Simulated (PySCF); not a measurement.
A structure optimised at PBE0-D3(BJ)/def2-SVP, used in a PySCF frequency run:

```xyz
16

C     -0.8504     2.4958     0.1128
C     -0.0905     1.4102     0.2774
C     -0.1484     0.1603    -0.5418
Si    -1.0633    -1.1860     0.4597
C      1.2315    -0.3549    -0.9622
O      1.9270    -0.9713     0.0917
H     -1.5964     2.5536    -0.6866
H     -0.7601     3.3607     0.7744
H      0.6283     1.4058     1.1096
H     -0.7527     0.3492    -1.4467
H     -0.5850    -1.2285     1.8729
H     -0.8822    -2.5261    -0.1772
H     -2.5204    -0.8492     0.4746
H      1.1093    -1.1262    -1.7382
H      1.8222     0.4672    -1.4129
H      2.1536    -0.3006     0.7443
```

Write its SMILES and formula.

C=C[C@H]([SiH3])CO, C4H10OSi

What are its rotational constants (standard atomic weights)?

3.1486, 2.2234, 1.5179 GHz
